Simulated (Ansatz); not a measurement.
Molecule: trifluoro(methoxy)methane, C₂H₃F₃O (charge 0, singlet). 
Geometry from a B3LYP-D3(BJ)/def2-TZVP (Ansatz, a first-principles code) optimisation:
SMILES: FC(F)(F)OC
```xyz
9

C     -1.9058     0.0004    -0.4509
O     -0.6899     0.7482    -0.2696
C      0.3885     0.0410     0.0861
F      0.7182    -0.9042    -0.8235
F      1.4187     0.8737     0.2115
F      0.2250    -0.6079     1.2616
H     -2.1942    -0.4891     0.4788
H     -1.7860    -0.7343    -1.2466
H     -2.6538     0.7348    -0.7323
```
Charge 0, spin multiplicity 1.

Computed values are from Ansatz. Cores are frozen in the correlated levels unless marked. UHF or UKS for open shells. Spin-orbit coupling is left out. Non-relativistic. CBS(X,Y): correlation extrapolated as X^-3; Hartree-Fock from the larger set. The bracket is a focal-point correction in the basis named.

Problem. What is the T1 diagnostic at CCSD/cc-pVTZ?

Solution. 0.011.

Problem. What is the total energy at RI-MP2/CBS(cc-pVTZ,cc-pVQZ)+[CCSD(T)-MP2]/cc-pVTZ?

Solution. -452.4478 Eh.

Problem. What is the atomisation energy De at RI-MP2/CBS(cc-pVTZ,cc-pVQZ)+[CCSD(T)-MP2]/cc-pVTZ?

Solution. 855.4 kcal/mol.

Problem. What is the dipole moment at CCSD(T)/aug-cc-pVDZ?

Solution. 2.54 D.
